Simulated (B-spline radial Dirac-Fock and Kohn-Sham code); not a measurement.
# How the settings move the core levels of Nd

ΔSCF core binding energies without Breit or QED terms, calculated with a radial finite-basis atomic code. Keys: rel is the Hamiltonian (dirac, or spin-free x2c and nr, where L3 and M5 stand for the whole 2p and 3d shells), method is hf or an exchange,correlation pair (spin-unpolarised, also for the hole states), nuc the nuclear model, radius_factor scales its radius, rmax is the box in bohr, h the logarithmic mesh step, order the B-spline order, points the quadrature points per cell, c_factor scales the speed of light, and damp, ndamp, maxit and tol steer the iteration. The run stops when the commutator error falls below 10·tol·max(1, Z/10), or the numerical noise floor, and the energy has settled to about 1e-8 Ha; the virial ratio is −V/T.

Base input:

```json
{"items": [{"Z": 60, "q": 0, "cfg": [[1, 0, 2], [2, 0, 2], [2, 1, 6], [3, 0, 2], [3, 1, 6], [3, 2, 10], [4, 0, 2], [4, 1, 6], [4, 2, 10], [4, 3, 4], [5, 0, 2], [5, 1, 6], [6, 0, 2]], "A": 142, "rrms": 4.9123, "do": "settings", "holes": ["K", "L3", "M5"],
  "settings": [{"rel": "dirac", "method": "hf", "nuc": "fermi", "radius_factor": 1.0, "rmax": 45.0, "h": 0.3, "order": 8, "points": 10, "c_factor": 1.0, "maxit": 60, "damp": 0.5, "ndamp": 3, "tol": 1e-08}]}]}
```

The ground state converged in 13 iterations, with total energy -9625.13683 Ha, virial ratio 1.92741 and highest orbital energy -4.74 eV. ΔSCF binding energies: K (1s) 43746.4 eV, L3 (2p3/2) 6226.3 eV, M5 (3d5/2) 983.4 eV.

Changes from the base run:

```
                                    changed setting  Δ total energy (Ha)  Δ K (eV)  Δ L3 (eV)  Δ M5 (eV)  iterations
           rmax = 30.0; c_factor = 0.8; tol = 1e-06           -226.09836  +1508.37      -2.02     -13.39          11
method = "rpbe,pbe"; radius_factor = 1.2; order = 5             -4.39180    +31.77     -28.89      -6.40          12
                                        rmax = 30.0              0.00000      0.00       0.00       0.00          13
                                     c_factor = 0.8           -226.09836  +1508.37      -2.02     -13.39          13
                                        rel = "x2c"             +5.62114    -41.43    +160.72      +8.94          13
                                            h = 0.4             +0.00682      0.00       0.00      +0.01          13
          radius_factor = 0.5; rmax = 30.0; h = 0.4             -0.36888     +4.25      -0.02       0.00          13
                                          order = 5             +0.00403      0.00      +0.01      +0.01          13
    radius_factor = 1.2; c_factor = 2.0; damp = 0.0                    ?         ?          ?          ?           ?
                                method = "rpbe,pbe"             -4.59868    +34.08     -28.92      -6.42          12
                                          order = 9              0.00000      0.00       0.00       0.00          13
                                     nuc = "sphere"             +0.00078     -0.01       0.00       0.00          13
                                         damp = 0.0              0.00000      0.00       0.00       0.00          15
```

Problem. What does the change radius_factor = 1.2; c_factor = 2.0; damp = 0.0 do?

Solution. The total energy moves by +262.34263 Ha and the binding energies by K -1738.28 eV, L3 -2.40 eV, M5 +16.68 eV; the run takes 15 iterations.
